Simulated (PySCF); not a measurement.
Excitations are Tamm–Dancoff values on a coarser integration grid.

Cartesian coordinates (Å):
```xyz
7

O     -0.8362    -1.3129     0.0485
B     -0.0210    -0.2267    -0.0015
O     -0.5919     1.0227     0.0614
O      1.3178    -0.4724    -0.1116
H     -1.7642    -1.0776     0.1257
H      0.0042     1.7725     0.0242
H      1.8913     0.2943    -0.1468
```
Charge 0, multiplicity 1.

Question: Give the total energy, T1 excitation (TDA) and HOMO–LUMO gap at the level PBE-D3(BJ)/def2-TZVPD // CAM-B3LYP-D3(BJ)/def2-TZVPD run with PySCF.

Answer: 
```
Quantity                   Result
-------------------  ------------
total energy         -252.3254 Ha
T1 excitation (TDA)       6.24 eV
HOMO–LUMO gap             6.32 eV
```
